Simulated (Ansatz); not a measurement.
Reaction (redistribution): `CSB[SiH2]O` + `CCN[SiH3]` → `O[SiH2]N[SiH3]` + `CCBSC`

Calculated with Ansatz (gas phase, PBE0-D4/def2-TZVP geometries, no zero-point term in ΔE). CCSD(T)/CBS is the MP2 limit (def2-TZVPP, def2-QZVPP) plus CCSD(T) − MP2 in def2-TZVPP, frozen cores. DFT in def2-TZVPP. B3LYP here is the variant with VWN-RPA as its local correlation; programs differ in this. One conformer a species, not always the lowest.

Is it downhill or uphill in electronic energy at CCSD(T)/CBS, and by how much? (An estimate is asked.)

The calculation gave: Downhill: ΔE = -160.3 kJ/mol.

What do these levels give: B3LYP-D4, ωB97M-V, B2PLYP, PBE0, B3LYP, MP2/def2-TZVPP? (Estimate.)

Computed: B3LYP-D4 -153.9, ωB97M-V -162.6, B2PLYP -158.6, PBE0 -147.7, B3LYP -152.1, MP2/def2-TZVPP -167.9 kJ/mol.

Largest T1 diagnostic among the species: 0.014.

From PBE to PBE0 (25 % exact exchange), in def2-TZVPP and without D4, ΔE moves by −7.7 kJ/mol.
